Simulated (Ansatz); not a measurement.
`CO[Si](C)(F)[SeH]` + H₂ → `CO[SiH](C)[SeH]` + H–F  (hydrogenolysis of the Si–F bond)

Calculated with Ansatz (gas phase, PBE0-D4/def2-TZVP geometries, no zero-point term in ΔE). CCSD(T)/CBS is the MP2 limit (def2-TZVPP, def2-QZVPP) plus CCSD(T) − MP2 in def2-TZVPP, frozen cores. This one scheme is used for every species. Functionals use def2-TZVPP. For Se outer-core shells are correlated without core-valence functions, which leaves a few kJ/mol of doubt a bond. Scalar relativity is left out up to krypton. Each species was taken in one conformer, which may not be the lowest.

```csv
level,ΔE (eV)
r2SCAN,1.42
SCS-MP2/def2-TZVPP,1.34
```

Problem. What does CCSD(T)/CBS give? (An estimate is asked.)

Solution. The calculation gave: +1.33 eV. The listed levels differ from it by 0.09, 0.01 eV.

Largest T1 diagnostic among the species: 0.011.

The D4 term adds +0.05 eV with B3LYP and +0.03 eV with PBE0; it sums over pairs of atoms, weighted by their polarisabilities, and B3LYP, whose exchange is more repulsive, gets the larger term.

B3LYP here is the variant with VWN-RPA as its local correlation; programs differ in this.
